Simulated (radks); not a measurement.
Task: Isoelectronic series with 40 electrons, all held in the configuration [Kr] 4d2 5s2, which need not be the ground one along the series. Method: scalar-relativistic Kohn-Sham, PBE, spin-unpolarised, spherical densities, finite nucleus; Fermi nuclear charge, rms radius of each element as measured or else 0.836 A^(1/3) + 0.57 fm; computed with a radial shooting solver on a logarithmic mesh with Libxc functionals. Total energies (hartree) and mean radii <r> (bohr):

| ion | E (hartree) | 4d | 5s | 4p |
|---|---|---|---|---|
| Zr | -3598.48923 | 2.298 | 3.728 | 1.369 |
| Nb+ | -3819.25078 | 1.844 | 3.147 | 1.281 |
| Mo2+ | -4047.40298 | 1.597 | 2.763 | 1.203 |
| Tc3+ | -4282.95112 | 1.429 | 2.483 | 1.134 |
| Ru4+ | -4525.90648 | 1.303 | 2.268 | 1.073 |
| Pd6+ | -5034.13984 | 1.121 | 1.949 | 0.9700 |
| Ag7+ | -5299.47378 | 1.051 | 1.826 | 0.9259 |
| Cd8+ | -5572.32598 | 0.9904 | 1.720 | 0.8859 |
| In9+ | -5852.73690 | 0.9377 | 1.628 | 0.8494 |
| Sn10+ | -6140.73963 | 0.8911 | 1.545 | 0.8160 |
| Sb11+ | -6436.37579 | 0.8495 | 1.472 | 0.7852 |

Estimate the row of Rh5+.

Result: E (hartree) -4776.29469; 4d 1.203; 5s 2.094; 4p 1.019.
